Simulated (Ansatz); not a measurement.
`N=C([SiH3])CI`. The species carries charge 0 and has multiplicity 1. I: def2 effective core potential. The geometry is a stationary point of PBE0-D4/def2-TZVP. It is one conformer, not always the lowest.

```xyz
11

N    -0.293   -1.726    0.373
C    -0.183   -0.483    0.136
Si    1.475    0.315    0.632
C    -1.260    0.341   -0.493
I    -0.575    1.092   -2.388
H    -1.195   -2.096    0.057
H     1.297    1.786    0.765
H     2.498    0.037   -0.405
H     1.892   -0.265    1.930
H    -2.164   -0.234   -0.694
H    -1.493    1.233    0.086
```

Problem. What is the dipole moment at B3LYP/def2-TZVPP? (An estimate is asked.)

Solution. The calculation gave: 1.88 D, with components (-1.67, 0.87, 0.17) D in this frame, pointing from negative to positive charge.

Problem. And with PBE, r2SCAN, ωB97M-V? (Best estimate.)

Solution. Ansatz gave: PBE 1.84 D, r2SCAN 1.88 D, ωB97M-V 1.90 D.

Problem. Give the Mulliken charges with B3LYP, PBE, r2SCAN in def2-TZVPP. (An estimate is asked.)

Solution. Computed: 
| atom | B3LYP | PBE | r2SCAN |
| --- | --- | --- | --- |
| N1 | -0.25 | -0.22 | -0.29 |
| C2 | -0.02 | -0.03 | 0.00 |
| Si3 | 0.30 | 0.23 | 0.32 |
| C4 | -0.25 | -0.22 | -0.14 |
| I5 | -0.04 | -0.05 | -0.07 |
| H6 | 0.13 | 0.14 | 0.14 |
| H7 | -0.07 | -0.05 | -0.07 |
| H8 | -0.05 | -0.03 | -0.05 |
| H9 | -0.05 | -0.04 | -0.06 |
| H10 | 0.13 | 0.12 | 0.10 |
| H11 | 0.16 | 0.16 | 0.13 |

B3LYP here is the variant with VWN-RPA as its local correlation; programs differ in this.
